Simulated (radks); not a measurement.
Values are calculated unless marked as measured or tabulated.
Task: These are the eigenvalues of the occupied orbitals of an atom or ion with whole-number occupations (hartree). Code: a radial shooting solver on a logarithmic mesh with Libxc functionals. Model: scalar-relativistic Kohn-Sham, BLYP, spin-polarised, spherical densities, finite nucleus; Fermi nuclear charge, rms radius of each element as measured or else 0.836 A^(1/3) + 0.57 fm.

orbital  eigenvalue
1s up     -268.5662
1s down   -268.4878
2s up     -41.16337
2s down   -41.09985
2p up     -36.78188
2p down   -36.69100
3s up     -12.83876
3s down   -12.51347
3p up     -11.51881

Which element is it, and in what charge state? The configuration may be excited. Open shells, if any, are filled with parallel spins first.

Result: Z = 26, iron, charge +11: Fe11+ in [Ne] 3s2 3p3. The list shows which subshells hold electrons but not how many an open one holds; the 1s level, -268.57 hartree, gives Z - s = 23.2 by -(Z - s)^2/2, which with screening and relativity narrows Z to a few neighbours, and the depths of the outer levels then fix element, charge and occupations together.
